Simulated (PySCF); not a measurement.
A mixed set of molecules.

All values: wB97X-D/def2-SVPD (PySCF) at GFN2-xTB geometries, gas phase, one conformer each. Core orbitals are frozen in the response; Δα² is half the sum of the squared differences of the principal polarisabilities.

(1) Rank by polarisability anisotropy Δα, lowest first.
A. `[CH2:1]=[CH:2][C@@H:3]1[CH2:4][CH2:5][NH:6][CH2:7]1` with C1–C2–C3–C4 136°, C2–C3–C4–C5 -134°, C3–C4–C5–N6 -16°, C4–C5–N6–C7 35°, C5–N6–C7–C3 -41°
B. `[CH3:1][O:2][S:3](=[O:4])[O:5][CH3:6]` with C1–O2–S3–O4 -15°, O2–S3–O5–C6 -96°
C. `[CH3:1][c:2]1[cH:3][cH:4][c:5]([C:6](=[O:7])[Cl:8])[o:9]1` with C4–C5–C6–O7 0°
D. `[CH:1]#[C:2][C@H:3]([F:4])[SiH2:5][C:6](=[CH2:7])[CH3:8]` with C2–C3–Si5–C6 -66°, C3–Si5–C6–C7 -108°
E. `[F:1][C@@H:2]1[CH2:3][O:4][CH2:5][O:6]1` with F1–C2–C3–O4 -118°, C2–C3–O4–C5 21°, C3–O4–C5–O6 -36°, O4–C5–O6–C2 37°

(2) Rank by mean static polarisability, highest first.
A. `CSc1ccccn1`
B. `p1cpcpc1F`
C. `COS(=O)OC`
D. `F[C@@H]1COCO1`
E. `C=C[C@@H]1CCNC1`
F. `Cc1ccc(C(=O)Cl)o1`

## Answers

(1) E (1.12 Å³), B (2.20 Å³), A (3.50 Å³), D (5.31 Å³), C (9.08 Å³).

(2) B (16.00 Å³), A (14.44 Å³), F (13.94 Å³), E (11.34 Å³), C (8.54 Å³), D (6.35 Å³).

All values together:

```tsv
SMILES	formula	μ (D)	HOMO (eV)	LUMO (eV)	α (Å³)	Δα (Å³)	electrons	α per electron (Å³)
CSc1ccccn1	C6H7NS	1.41	-8.01	0.90	14.44	9.28	66	0.219
Cc1ccc(C(=O)Cl)o1	C6H5ClO2	5.29	-9.02	-0.38	13.94	9.08	74	0.188
F[C@@H]1COCO1	C3H5FO2	1.09	-10.12	2.29	6.35	1.12	48	0.132
C#C[C@H](F)[SiH2]C(=C)C	C6H9FSi	2.41	-9.34	1.29	14.32	5.31	68	0.211
Fc1pcpcp1	C3H2FP3	1.54	-9.23	-1.21	16.00	9.19	74	0.216
COS(=O)OC	C2H6O3S	1.77	-10.27	1.78	8.54	2.20	58	0.147
C=C[C@@H]1CCNC1	C6H11N	1.41	-8.50	2.01	11.34	3.50	54	0.210
```

Conformers: `[CH3:1][S:2][c:3]1[cH:4][cH:5][cH:6][cH:7][n:8]1` with C1–S2–C3–C4 180°; `[CH3:1][c:2]1[cH:3][cH:4][c:5]([C:6](=[O:7])[Cl:8])[o:9]1` with C4–C5–C6–O7 0°; `[F:1][C@@H:2]1[CH2:3][O:4][CH2:5][O:6]1` with F1–C2–C3–O4 -118°, C2–C3–O4–C5 21°, C3–O4–C5–O6 -36°, O4–C5–O6–C2 37°; `[CH:1]#[C:2][C@H:3]([F:4])[SiH2:5][C:6](=[CH2:7])[CH3:8]` with C2–C3–Si5–C6 -66°, C3–Si5–C6–C7 -108°; `[CH3:1][O:2][S:3](=[O:4])[O:5][CH3:6]` with C1–O2–S3–O4 -15°, O2–S3–O5–C6 -96°; `[CH2:1]=[CH:2][C@@H:3]1[CH2:4][CH2:5][NH:6][CH2:7]1` with C1–C2–C3–C4 136°, C2–C3–C4–C5 -134°, C3–C4–C5–N6 -16°, C4–C5–N6–C7 35°, C5–N6–C7–C3 -41°.

How closely does the mean polarisability follow the number of electrons in this set?

The correlation coefficient is 0.90; α per electron runs from 0.132 to 0.219 Å³.
